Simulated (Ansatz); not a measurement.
Input and output for `C[N](C)[Y]([F])[N](C)C`.

```yaml
crystal:
  periodic: [false, false, false]
  atoms:
    - {symbol: C, position_ang: [0.218848, -1.048194, -2.221061]}
    - {symbol: N, position_ang: [1.063608, -1.118514, -1.058020]}
    - {symbol: C, position_ang: [2.212418, -1.956612, -1.302811]}
    - {symbol: Y, position_ang: [0.806688, -0.174335, 0.851528]}
    - {symbol: F, position_ang: [2.186178, -0.466320, 2.295240]}
    - {symbol: N, position_ang: [-0.887920, 1.080332, 1.248628]}
    - {symbol: C, position_ang: [-1.976550, 1.414987, 0.368671]}
    - {symbol: C, position_ang: [-1.046686, 1.716520, 2.533832]}
    - {symbol: H, position_ang: [-0.654291, -0.411836, -2.038756]}
    - {symbol: H, position_ang: [0.745629, -0.632074, -3.095295]}
    - {symbol: H, position_ang: [-0.159620, -2.038428, -2.522957]}
    - {symbol: H, position_ang: [2.858512, -2.011631, -0.417526]}
    - {symbol: H, position_ang: [2.833731, -1.582763, -2.132766]}
    - {symbol: H, position_ang: [1.929038, -2.990124, -1.560070]}
    - {symbol: H, position_ang: [-2.952095, 1.096905, 0.771274]}
    - {symbol: H, position_ang: [-1.859260, 0.932521, -0.608234]}
    - {symbol: H, position_ang: [-2.048867, 2.499750, 0.186945]}
    - {symbol: H, position_ang: [-0.217884, 1.462371, 3.206401]}
    - {symbol: H, position_ang: [-1.073901, 2.815524, 2.455878]}
    - {symbol: H, position_ang: [-1.977557, 1.411911, 3.039109]}
basis:
  gaussian: {orbitals: cc-pVTZ-DK}
hamiltonian: {xc: {name: revPBE}, dispersion: d4}
scf: {lower_state_search: full}
output: {forces: true}
```

```sh
$ ansatz run in.yaml --threads 4 --pin off --events-out ev --progress --plain --max-ram 63488MiB --backend cuda --devices 0, --max-vram 37GiB
```

Shortened log:

```
Functional definition: revPBE
2391 factors; their error is unknown
mean field evaluation 1: about -102124.8560 eV, gradient 1.2e2 eV
mean field evaluation 2: about -101879.2674 eV, gradient 3.1e2 eV
mean field evaluation 4: about -102153.8982 eV, gradient 3.0e1 eV
mean field evaluation 8: about -102155.6093 eV, gradient 3.6e-1 eV
mean field evaluation 16: about -102155.5600 eV, gradient 5.8e-3 eV
mean field -102155.55999463 eV, -3754.1475862771 hartree, gradient 2.0e-5 eV, S^2 0.000000; 5 other end points of the search recorded, 0 dependent functions left out
reference -102155.56010328 eV, -3754.1475902698 hartree; 49, 49 occupied and 406, 406 virtual orbitals, 2391 factors
Total energy: -102156.86831498 eV, -3754.1956661632 hartree
Relativity: scalar
Atom 0 at     0.218848    -1.048194    -2.221061 Å, force    -0.166331     0.035937    -0.173944 eV/Å
Atom 1 at     1.063608    -1.118514    -1.058020 Å, force    -0.072565     0.184376     0.337318 eV/Å
Atom 2 at     2.212418    -1.956612    -1.302811 Å, force     0.211479    -0.142615    -0.015651 eV/Å
Atom 3 at     0.806688    -0.174335     0.851528 Å, force    -0.008918     0.001380    -0.007840 eV/Å
Atom 4 at     2.186178    -0.466320     2.295240 Å, force     0.150657    -0.031567     0.158011 eV/Å
Atom 5 at    -0.887920     1.080332     1.248628 Å, force     0.298634    -0.232149    -0.096075 eV/Å
Atom 6 at    -1.976550     1.414987     0.368671 Å, force    -0.166840     0.034126    -0.177419 eV/Å
Atom 7 at    -1.046686     1.716520     2.533832 Å, force    -0.002250     0.098074     0.232875 eV/Å
Atom 8 at    -0.654291    -0.411836    -2.038756 Å, force    -0.182005     0.132636     0.038837 eV/Å
Atom 9 at     0.745629    -0.632074    -3.095295 Å, force     0.111217     0.087238    -0.215645 eV/Å
Atom 10 at    -0.159620    -2.038428    -2.522957 Å, force    -0.089877    -0.224903    -0.088560 eV/Å
Atom 11 at     2.858512    -2.011631    -0.417526 Å, force     0.131697    -0.012368     0.178144 eV/Å
Atom 12 at     2.833731    -1.582763    -2.132766 Å, force     0.149456     0.069111    -0.197610 eV/Å
Atom 13 at     1.929038    -2.990124    -1.560070 Å, force    -0.050326    -0.241919    -0.070761 eV/Å
Atom 14 at    -2.952095     1.096905     0.771274 Å, force    -0.236066    -0.059969     0.084124 eV/Å
Atom 15 at    -1.859260     0.932521    -0.608234 Å, force     0.025252    -0.100480    -0.202462 eV/Å
Atom 16 at    -2.048867     2.499750     0.186945 Å, force    -0.035631     0.251110    -0.044930 eV/Å
Atom 17 at    -0.217884     1.462371     3.206401 Å, force     0.167806    -0.050458     0.138290 eV/Å
Atom 18 at    -1.073901     2.815524     2.455878 Å, force    -0.017733     0.256412    -0.002728 eV/Å
Atom 19 at    -1.977557     1.411911     3.039109 Å, force    -0.217657    -0.053971     0.126026 eV/Å
Dipole moment:    -0.251449     0.051165    -0.261343 e Å
```

Run time 7 s (4 threads of an AMD EPYC 7R13 on a shared host and a share of an NVIDIA H100 80 GB); peak host memory 1 GiB.
